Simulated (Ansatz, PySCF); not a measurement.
C3H9In, SMILES [CH3][In]([CH3])[CH3].

Geometry optimised at B3LYP-D3(BJ)/def2-SVP. The isomer is the one that the SMILES or the coordinates give; other isomers of the formula were not compared. The def2 effective core potentials stand for the cores of In; spin–orbit coupling is left out.

Vertical ionisation energy (IE) and electron affinity (EA) in eV. Rows of orbital energies are one-electron estimates. Where ΔSCF, EOM or ADC give a negative EA the extra electron is unbound and the value depends on the basis.

```
level                                                                  IE     EA
-------------------------------------------------------------------  ----  -----
−ε(HOMO), −ε(LUMO), CAM-B3LYP/def2-TZVP (PySCF)                      8.29   0.15
−ε(HOMO), −ε(LUMO), PBE/def2-TZVP (PySCF)                            5.85   1.63
ΔSCF, PBE0/def2-SVPD (Ansatz), final states of multiplicity 2 and 2     ?      ?
ΔSCF, PBE/def2-SVPD (Ansatz), final states of multiplicity 2 and 2   8.73  -0.47
```

Problem. Complete the blanks. (Estimate from the structure and the level; the computed values follow.)

Solution. 
- ΔSCF, PBE0/def2-SVPD (Ansatz, a program for electronic structure), final states of multiplicity 2 and 2, IE: 8.92
- ΔSCF, PBE0/def2-SVPD (Ansatz), final states of multiplicity 2 and 2, EA: -0.54

Problem. What vertical singlet–triplet gap does ΔSCF give with PBE0/def2-SVPD (Ansatz) and with PBE/def2-SVPD (Ansatz)? (Estimate from the structure and the level; the computed values follow.)

Solution. 4.50 and 4.27 eV (triplet above singlet where positive).
